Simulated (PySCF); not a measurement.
A calculated (M06-L, PySCF 2.14, x2c-TZVPPall, scalar relativity by spin-free X2C-1e) atom or ion has these occupied shells.

```
shell  electrons  orbital energy (eV)  rms radius, mean of both spins (bohr)
 1s α          1             -59188.6                                 0.0227
 1s β          1             -59188.6                                 0.0227
 2s α          1             -10013.7                                 0.0918
 2s β          1             -10013.7                                 0.0918
 2p α          3              -8856.3                                 0.0829
 2p β          3              -8856.3                                 0.0829
 3s α          1              -2262.6                                  0.236
 3s β          1              -2262.0                                  0.236
 3p α          3              -1907.9                                  0.236
 3p β          3              -1907.4                                  0.236
 3d α          5              -1460.4                                  0.217
 3d β          5              -1459.9                                  0.217
 4s α          1              -451.42                                  0.529
 4s β          1              -449.71                                  0.529
 4p α          3              -333.79                                  0.563
 4p β          3              -332.18                                  0.563
 4d α          5              -174.57                                  0.616
 4d β          5              -173.13                                  0.616
 5s α          1              -53.467                                   1.32
 5s β          1              -52.990                                   1.32
 5p α          3              -26.884                                   1.59
 5p β          3              -26.555                                   1.59
 6s α          1               -3.973                                   4.28
 6s β          1               -3.945                                   4.28
 4f α          7               -2.823                                  0.940
 4f β          6               -1.788                                  0.940
```

Task: Name the element and its charge.

Result: Tm (thulium, neutral), in [Xe] 4f13 6s2, 2F determinant.
